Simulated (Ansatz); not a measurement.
Process, species as SMILES: BO (H3BO) -> [BH2] (BH2) + [OH] (HO) (the B-O bond at the site shown breaks; other sites are not compared here)
Structures are relaxed separately at B3LYP-D3(BJ)/def2-TZVP in Ansatz (a first-principles code), one conformer each, not searched for the lowest.

Wanted: bond dissociation energy (electronic energy difference), in kJ/mol. Correlated levels leave the core frozen unless marked. Open shells are spin-unrestricted. No spin-orbit coupling. Non-relativistic. CBS marks a two-point X^-3 extrapolation of the correlation energy; Hartree-Fock from the larger set.

```csv
level,program,bond dissociation energy (kJ/mol)
BLYP-D4/def2-TZVPD,Ansatz + dftd4,?
PBE0-D4/def2-TZVP,Ansatz + dftd4,648.3
CAM-B3LYP-D4/def2-TZVPD,Ansatz + dftd4,652.9
CCSD/STO-3G,Ansatz,674.3
CCSD/aug-cc-pVQZ,Ansatz,642.5
CCSDT/cc-pVDZ,Ansatz,632.3
"CCSD(T)/CBS(aug-cc-pVTZ,aug-cc-pVQZ)",Ansatz,661.2
```

Some entries are withheld; supply them.


- BLYP-D4/def2-TZVPD, bond dissociation energy (kJ/mol): 645.4
